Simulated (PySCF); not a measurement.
H3NZn (SMILES [NH2][ZnH]), singlet, at a GFN2-xTB geometry (such geometries of metal compounds can be far from the true shape), atoms displaced at random by about 0.08 Å a coordinate; PBE0/STO-3G, gradient (PySCF).

PySCF was given this input:
```python
from pyscf import gto, scf, dft

mol = gto.M(
    atom='''
Zn   -0.22224287   -0.03668409   -0.38786141
H    -1.04777505   -0.17189814   -1.55669086
N     0.68940608    0.09576764    1.33264270
H     1.27383492   -0.69937012    1.71373256
H     0.88326943    1.04636131    1.58009525
''',
    basis='sto-3g',
    verbose=4,
)

mf = dft.RKS(mol)
mf.xc = 'pbe0'
mf.kernel()
g = mf.nuc_grad_method()
grad = g.kernel()
```

Output, abridged:

```
PySCF version 2.14.0

[INPUT] verbose = 4
[INPUT] num. atoms = 5
[INPUT] num. electrons = 40
[INPUT] charge = 0
[INPUT] spin (= nelec alpha-beta = 2S) = 0
[INPUT] symmetry False subgroup None
[INPUT] Mole.unit = angstrom
[INPUT] Symbol           X                Y                Z      unit          X                Y                Z       unit  Magmom
[...]
nuclear repulsion = 89.1465133850325
number of shells = 14
number of NR pGTOs = 78
number of NR cGTOs = 26
basis = sto-3g
ecp = {}

******** <class 'pyscf.dft.rks.RKS'> ********
method = RKS
initial guess = minao
damping factor = 0
level_shift factor = 0
DIIS = <class 'pyscf.scf.diis.CDIIS'>
diis_start_cycle = 1
diis_space = 8
diis_damp = 0
SCF conv_tol = 1e-09
SCF conv_tol_grad = None
SCF max_cycles = 50
direct_scf = True
direct_scf_tol = 1e-13
XC library pyscf.dft.libxc version 7.1.2
    S. Lehtola, C. Steigemann, M. J. T. Oliveira, and M. A. L. Marques,  SoftwareX 7, 1–5 (2018)
XC functionals = pbe0
    C. Adamo and V. Barone,  J. Chem. Phys. 110, 6158 (1999)
    M. Ernzerhof and G. E. Scuseria,  J. Chem. Phys. 110, 5029 (1999)
radial grids:
    Treutler-Ahlrichs [JCP 102, 346 (1995); DOI:10.1063/1.469408] (M4) radial grids

becke partition: Becke, JCP 88, 2547 (1988); DOI:10.1063/1.454033
pruning grids: <function nwchem_prune>
grids dens level: 3
symmetrized grids: False
atomic radii adjust function: <function treutler_atomic_radii_adjust>
small_rho_cutoff = 0
Set gradient conv threshold to 3.16228e-05
Initial guess from minao.
tot grids = 63968
init E= -1812.1385559379

WARN: HOMO -0.0482403769482117 == LUMO -0.0474407332817415

cycle= 1 E= -1808.04986679032  delta_E= 4.09  |g|= 2.81  |ddm|= 5.47
[...]
cycle= 2 E= -1805.62301404062  delta_E= 2.43  |g|= 2.47  |ddm|= 5.55
[...]
cycle= 3 E= -1810.24503495708  delta_E= -4.62  |g|= 1.79  |ddm|= 8.09
[...]
cycle= 4 E= -1813.99010778381  delta_E= -3.75  |g|= 0.353  |ddm|=  6.7
[...]
cycle= 5 E= -1808.45718402272  delta_E= 5.53  |g|= 2.78  |ddm|= 4.66
[...]
cycle= 6 E= -1808.54037292148  delta_E= -0.0832  |g|= 2.79  |ddm|= 0.292
[...]
cycle= 7 E= -1808.55972976498  delta_E= -0.0194  |g|= 2.79  |ddm|= 0.161
[...]
cycle= 8 E= -1808.56809655591  delta_E= -0.00837  |g|= 2.79  |ddm|= 0.251
[...]
cycle= 9 E= -1808.41618173004  delta_E= 0.152  |g|= 2.77  |ddm|= 0.348
[...]
cycle= 10 E= -1808.37612710415  delta_E= 0.0401  |g|= 2.77  |ddm|= 0.164
[...]
cycle= 11 E= -1809.48514947201  delta_E= -1.11  |g|= 2.99  |ddm|= 1.18
[...]
[...]
cycle= 29 E= -1813.81421638261  delta_E= 0.0461  |g|= 0.975  |ddm|= 0.243
[...]
cycle= 30 E= -1813.92469152045  delta_E= -0.11  |g|= 0.736  |ddm|= 0.425
[...]
cycle= 31 E= -1814.0245937251  delta_E= -0.0999  |g|= 0.408  |ddm|= 0.379
[...]
cycle= 32 E= -1814.06770854745  delta_E= -0.0431  |g|= 0.11  |ddm|= 0.435
[...]
cycle= 33 E= -1814.07158071328  delta_E= -0.00387  |g|= 0.0181  |ddm|= 0.222
[...]
cycle= 34 E= -1814.07149151959  delta_E= 8.92e-05  |g|= 0.0316  |ddm|= 0.0672
[...]
cycle= 35 E= -1814.07180464127  delta_E= -0.000313  |g|= 0.00364  |ddm|= 0.0677
[...]
cycle= 36 E= -1814.07181138125  delta_E= -6.74e-06  |g|= 0.00119  |ddm|= 0.0083
[...]
cycle= 37 E= -1814.07181740689  delta_E= -6.03e-06  |g|= 0.000462  |ddm|= 0.0168
[...]
cycle= 38 E= -1814.07181951761  delta_E= -2.11e-06  |g|= 0.000474  |ddm|= 0.0121
[...]
cycle= 39 E= -1814.07182000202  delta_E= -4.84e-07  |g|= 0.000167  |ddm|= 0.00491
[...]
cycle= 40 E= -1814.07182023693  delta_E= -2.35e-07  |g|= 9.44e-05  |ddm|= 0.00397
[...]
cycle= 41 E= -1814.07182031551  delta_E= -7.86e-08  |g|= 9.04e-05  |ddm|= 0.00135
[...]
cycle= 42 E= -1814.07182045316  delta_E= -1.38e-07  |g|= 8.98e-05  |ddm|= 0.00242
[...]
cycle= 43 E= -1814.07182053384  delta_E= -8.07e-08  |g|= 8.83e-05  |ddm|= 0.00143
[...]
cycle= 44 E= -1814.07182055087  delta_E= -1.7e-08  |g|= 8.83e-05  |ddm|= 0.000301
[...]
cycle= 45 E= -1814.07182039359  delta_E= 1.57e-07  |g|= 8.95e-05  |ddm|= 0.0028
[...]
cycle= 46 E= -1814.07182014076  delta_E= 2.53e-07  |g|= 8.55e-05  |ddm|= 0.00461
[...]
cycle= 47 E= -1814.07181873041  delta_E= 1.41e-06  |g|= 0.000259  |ddm|= 0.0277
[...]
cycle= 48 E= -1814.07181894821  delta_E= -2.18e-07  |g|= 0.000138  |ddm|= 0.00438
[...]
cycle= 49 E= -1814.07181868999  delta_E= 2.58e-07  |g|= 0.000191  |ddm|= 0.00538
[...]
cycle= 50 E= -1814.0718183169  delta_E= 3.73e-07  |g|= 0.000112  |ddm|= 0.00857
SCF not converged.
SCF energy = -1814.0718183169

WARN: Ground state RKS not converged

******** <class 'pyscf.grad.rks.Gradients'> for <class 'pyscf.dft.rks.RKS'> ********
unit = Eh/Bohr
grid_response = False
--------------- RKS gradients ---------------
         x                y                z
0 Zn    -0.0333754453    -0.0026337190    -0.0781984290
1 H    -0.0295566087    -0.0037565315    -0.0409818200
2 N     0.0846315759     0.0627291169     0.1436706739
3 H     0.0024644529    -0.0272636133     0.0001907464
4 H    -0.0241574484    -0.0290770944    -0.0246801472
----------------------------------------------
```

Convergence was not reached.
